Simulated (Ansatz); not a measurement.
A structure relaxed at PBE0-D4/def2-TZVP, charge 0, multiplicity 1:

Cartesian coordinates in Å:
```
O -2.040 -0.195 0.082
Ge -0.345 0.036 0.528
O 0.089 -1.275 1.617
F -0.369 1.532 1.430
Si 1.236 0.184 -1.243
H -2.548 0.615 0.182
H -0.645 -1.541 2.179
H 0.879 1.357 -2.077
H 2.586 0.350 -0.656
H 1.157 -1.063 -2.041
```

Task: Give its formula and SMILES.

Result: FGeH5O2Si, `[OH][Ge]([OH])([F])[SiH3]`.

Task: Summarise the bond lengths by kind.

Result: 2 × Ge–O 1.758 to 1.768 Å; 2 × H–O 0.961 to 0.962 Å; 1 × F–Ge 1.747 Å; 1 × Ge–Si 2.379 Å; 3 × H–Si 1.482 to 1.483 Å.

All numbers were calculated with Ansatz.
